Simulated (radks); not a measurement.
Spin polarisation of the 6p1 shell in the bismuth ion Bi2+. Start: [Hg] 6p(up 0.5, down 0.5); electrons of 6p are moved from spin down to spin up, other shells keep equal spins. Method: scalar-relativistic Kohn-Sham, r2SCAN, spin-polarised, spherical densities, finite nucleus; meta-GGA in the generalised Kohn-Sham scheme; Fermi nuclear charge, rms radius of each element as measured or else 0.836 A^(1/3) + 0.57 fm; computed with a radial shooting solver on a logarithmic mesh with Libxc functionals.

| moment (Bohr magnetons) | E - E(0) (eV) | e(6p up) (eV) | e(6p down) (eV) | 6s down minus up (eV) | 5d down minus up (eV) | 5p down minus up (eV) |
|---|---|---|---|---|---|---|
| 0 | 0.000 | -19.074 | -19.074 | 0.000 | 0.000 | 0.000 |
| 0.25 | -0.022 | -19.246 | -18.889 | 0.287 | 0.033 | 0.010 |
| 0.5 | -0.090 | -19.408 | -18.688 | 0.571 | 0.066 | 0.020 |
| 0.75 | -0.203 | -19.560 | -18.465 | 0.850 | 0.099 | 0.031 |
| 1 | -0.366 | -19.703 | -18.155 | 1.122 | 0.134 | 0.041 |

At moment 1 the spin-polarisation energy is -0.366 eV and the 6p exchange splitting 1.548 eV, that is 1.548 eV per Bohr magneton; E = -I m^2/4 would give I = 1.463 eV.
